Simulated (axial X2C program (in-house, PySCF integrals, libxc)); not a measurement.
## YCl⁺: cheaper levels and CCSD(T), 2c

All values were computed with an in-house relativistic program for diatomic molecules. Two-component (2c) means X2C with spin–orbit coupling and atomic mean-field two-electron Coulomb and Gaunt terms. Basis: Y dyall-cv3z [11s12p9d6f3g], Cl dyall-av3z [9s8p3d2f] (cores contracted in-house); Gaussian nuclei, density fitting, unrestricted open shells. Masses: Y 88.906 u, Cl 34.969 u.

State: Ω = 1/2 (⟨Sz⟩ = 0.50, ⟨Lz⟩ = 0.00 at HF); fragments Y+ + Cl.

| level | Re (Å) | ωe (cm⁻¹) |
| --- | --- | --- |
| PBE0 | 2.306 | 440.4 |
| HF | 2.357 | 428.3 |
| MP2 | 2.351 | 426.8 |
| CCSD | 2.352 | 426.5 |
| BP86 | 2.316 | 429.6 |

Correlated methods: 9 electrons correlated (number of frozen shells: Y 4 s, 3 p, 1 d; Cl 2 s, 1 p), 309 virtual spin orbitals or spinors in MP2, 90 natural virtuals in coupled cluster.

CCSD(T), same Hamiltonian and basis:

Re = 2.354 Å, ωe = 424.5 cm⁻¹; T1 = 0.013 (Lee–Taylor normalisation).

Give the differences from CCSD(T) in the columns below.



```json
{"level": "PBE0", "ΔRe (Å)": "-0.048", "Δωe (cm⁻¹)": "16"}
{"level": "HF", "ΔRe (Å)": "0.003", "Δωe (cm⁻¹)": "4"}
{"level": "MP2", "ΔRe (Å)": "-0.003", "Δωe (cm⁻¹)": "2"}
{"level": "CCSD", "ΔRe (Å)": "-0.002", "Δωe (cm⁻¹)": "2"}
{"level": "BP86", "ΔRe (Å)": "-0.038", "Δωe (cm⁻¹)": "5"}
```

One determinant describes the state; a PBE0 search over occupations chose it and may have missed a lower one. De is not given where an atomic determinant may have missed its ground term or J level, or where the truncated virtual space spoils (T). Density functionals use the spin component along the axis (collinear). CCSD and (T) use frozen natural virtuals with an MP2 correction for the truncation; (T) itself is uncorrected, so its De runs slightly low. Other states lie close and PBE0, whose exact exchange favours high spin, may order them wrongly; the determinant shown need not be the ground state. The nearest other 2c determinant of the search, Ω = 3/2, lies 0.46 eV up at the distance of the search. Without a current term, density functionals place determinants with orbital angular momentum somewhat too high. The outer-core s and p shells of the metal are frozen in the correlated rows, which leaves out core–valence correlation; for alkali and alkaline-earth bonds that tends to lengthen them. With the outer-core shells frozen, correlated bond lengths of heavy atoms tend to come out a few hundredths of an ångström too long.
